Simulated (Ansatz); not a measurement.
`N[Si@@H](F)O[Si@@H](N)F` + `N[SiH](N)O` → `N[Si@H](O)N[Si@@H](N)F` + `N[SiH](O)F`  (ligand exchange at the Si–O bond)

Isolated molecules relaxed with PBE0-D4/def2-TZVP in Ansatz; ΔE leaves out vibrations. CBS: MP2 limit from def2 TZ/QZ plus the TZ coupled-cluster correction, frozen cores. This one scheme is used for every species. DFT in def2-TZVPP. B3LYP here is the variant with VWN-RPA as its local correlation; programs differ in this. Each species was taken in one conformer, which may not be the lowest.

`N[Si@@H](F)O[Si@@H](N)F`:

Z-matrix (Å, degrees):
```
Si
F 1 1.599
O 1 1.622 2 106.7
N 1 1.690 2 114.0 3 118.1
H 1 1.473 2 105.6 3 -120.7
Si 3 1.622 1 148.3 2 -43.4
H 4 1.007 1 121.3 2 -80.5
H 4 1.006 1 121.4 2 72.1
N 6 1.690 3 107.1 1 -166.1
F 6 1.599 3 106.7 1 -43.6
H 6 1.473 3 113.2 1 72.1
H 9 1.007 6 121.3 3 37.3
H 9 1.006 6 121.4 3 -170.1
```

`N[SiH](N)O`:

Cartesian coordinates in Å:
```
N -0.508 -1.230 -0.594
Si 0.100 -0.049 0.487
N 1.111 0.936 -0.471
O -1.207 0.623 1.233
H -1.245 -1.848 -0.298
H 0.120 -1.690 -1.233
H 0.926 -0.487 1.638
H 0.819 1.271 -1.375
H 1.793 1.543 -0.048
H -1.910 0.932 0.660
```

`N[Si@H](O)N[Si@@H](N)F`:

```xyz
15

N     1.495   -2.071    0.896
Si    0.319   -0.853    1.105
O    -1.206   -1.212    0.639
N     0.807    0.512    0.140
Si   -0.134    1.662   -0.676
N    -1.465    0.847   -1.408
F    -0.854    2.730    0.273
H     1.663   -2.725    1.643
H     1.658   -2.495   -0.004
H     0.335   -0.579    2.562
H    -1.582   -0.611   -0.026
H     1.795    0.722    0.197
H     0.745    2.449   -1.571
H    -2.299    1.389   -1.583
H    -1.279    0.234   -2.188
```

`N[SiH](O)F`:

Cartesian coordinates in Å:
```
N -0.255 -1.143 -0.191
Si 0.067 0.524 -0.268
O 0.025 1.188 1.218
F 1.512 0.616 -0.939
H 0.109 -1.767 -0.892
H -1.100 -1.497 0.225
H -0.833 1.367 -1.074
H 0.474 0.712 1.920
```

Task: Is it downhill or uphill in electronic energy at CCSD(T)/CBS, and by how much? (Best estimate.)

Result: The calculation gave: Uphill: ΔE = +0.46 eV.

Task: What do these levels give: PBE0-D4, PBE0, B3LYP, HF/def2-QZVPP, HF/CBS(def2), CCSD/CBS(def2)? (Best estimate.)

Result: The calculation gave: PBE0-D4 0.39, PBE0 0.43, B3LYP 0.53, HF/def2-QZVPP 0.74, HF/CBS(def2) 0.74, CCSD/CBS(def2) 0.51 eV.

Largest T1 diagnostic among the species: 0.011.

In def2-TZVPP, CCSD(T) changes the Hartree–Fock value by −0.27 eV (the triples alone add −0.05 eV) and MP2 by −0.28 eV. From PBE to PBE0 (25 % exact exchange), in def2-TZVPP and without D4, ΔE moves by +0.05 eV.
